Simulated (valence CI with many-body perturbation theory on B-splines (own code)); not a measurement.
Valence orbitals of Sn XII

Calculated by configuration interaction combined with many-body perturbation theory (CI+MBPT): three valence electrons over a frozen Dirac-Fock core [Kr], a basis of 7 s, 7 p, 8 d, 6 f, 4 g, 1 h functions for each j, with the one-electron correlation potential Σ1, the two-electron term Σ2, the three-electron term Σ3, Breit, model QED; selected CI, second order for the rest, scaled by the run's own slope (own B-spline code, finite nucleus).

No measured spectrum was set against this ion. As an estimate, terms of the open shell hold to 2 to 4 % of their energy, and close levels can change places. Excitations out of the core, of the other parity, are not computed and may begin above about 52.5 eV (a cautious bound); beyond it only levels of the ground parity were kept, without lifetimes.

These are the spectroscopic orbitals of the CI (the correlating ones are not listed), shaped by the core and the other valence electrons. h is the expectation value of the core's Dirac-Fock operator, without the valence repulsion; Σ1 is computed up to l = 3 at one energy for each symmetry, that of its lowest orbital but kept below the first core excitation, so for empty shells it is not the orbital's own correlation shift; Breit and QED include the response of the core.

| Orbital | h (hartree) | Σ1 (cm⁻¹) | Breit (cm⁻¹) | QED (cm⁻¹) | ⟨r⟩ (bohr) |
| --- | --- | --- | --- | --- | --- |
| 5s1/2 | -7.3238 | -9660 | 409 | 363 | 1.556 |
| 6s1/2 | -4.4546 | -3293 | 196 | 171 | 2.563 |
| 7s1/2 | -3.0061 | -1592 | 107 | 94.3 | 3.821 |
| 5p1/2 | -6.6941 | -8119 | 631 | -28.3 | 1.648 |
| 6p1/2 | -4.1454 | -3036 | 313 | -13.7 | 2.699 |
| 7p1/2 | -2.831 | -1529 | 176 | -7.7 | 4.004 |
| 5p3/2 | -6.5802 | -7602 | 370 | 7.0 | 1.679 |
| 6p3/2 | -4.0903 | -2895 | 186 | 3.6 | 2.737 |
| 7p3/2 | -2.8 | -1469 | 110 | 2.1 | 4.050 |
| 4d3/2 | -10.345 | -17372 | 475 | -142 | 0.8963 |
| 5d3/2 | -5.5444 | -5554 | 177 | -34.5 | 1.865 |
| 6d3/2 | -3.5721 | -2508 | 92.2 | -17.1 | 3.024 |
| 4d5/2 | -10.284 | -17070 | 79.1 | -105 | 0.9030 |
| 5d5/2 | -5.5224 | -5517 | 63.2 | -23.4 | 1.873 |
| 6d5/2 | -3.561 | -2497 | 34.8 | -11.5 | 3.034 |
| 4f5/2 | -7.2527 | -26826 | -212 | -67.2 | 1.063 |
| 5f5/2 | -4.425 | -6442 | -53.3 | -23.3 | 2.162 |
| 4f7/2 | -7.2479 | -25885 | -320 | -61.8 | 1.065 |
| 5f7/2 | -4.4222 | -6319 | -98.2 | -20.8 | 2.164 |
| 5g7/2 | -3.901 |  | -13.2 | -2.6 | 2.221 |
| 5g9/2 | -3.9009 |  | -15.9 | -2.1 | 2.221 |

Among the shells of the start configuration 4d3, Σ1 is largest in size for 4d3/2, where it is 0.77 % of h.

Lowest root of each symmetry, sizes in configuration state functions:

| J | Parity | Roots | Reference | Variational | Second order | Change by selected CI (cm⁻¹) | Change by second order (cm⁻¹) |
| --- | --- | --- | --- | --- | --- | --- | --- |
| 1/2 | even | 6 | 63 | 5394 | 11727 | -2351 | -1 |
| 3/2 | even | 10 | 108 | 8360 | 20743 | -1649 | 0 |
| 5/2 | even | 10 | 124 | 9582 | 29636 | -1536 | -1 |
| 7/2 | even | 7 | 109 | 9064 | 30218 | -1557 | -1 |
| 9/2 | even | 6 | 85 | 7702 | 27386 | -1718 | -1 |
| 11/2 | even | 2 | 50 | 4971 | 18422 | -2905 | -4 |
| 1/2 | odd | 15 | 72 | 7383 | 11375 | -2958 | -1 |
| 3/2 | odd | 25 | 122 | 12182 | 20852 | -2681 | -1 |
| 5/2 | odd | 28 | 137 | 14459 | 25856 | -2718 | -1 |
| 7/2 | odd | 26 | 124 | 14517 | 29410 | -1995 | -1 |
| 9/2 | odd | 19 | 89 | 12809 | 26602 | -2157 | 0 |
| 11/2 | odd | 12 | 53 | 10120 | 21477 | -2083 | 0 |
| 13/2 | odd | 6 | 24 | 6039 | 15625 | -2028 | 0 |
| 15/2 | odd | 3 | 9 | 4243 | 8685 | -2140 | 0 |
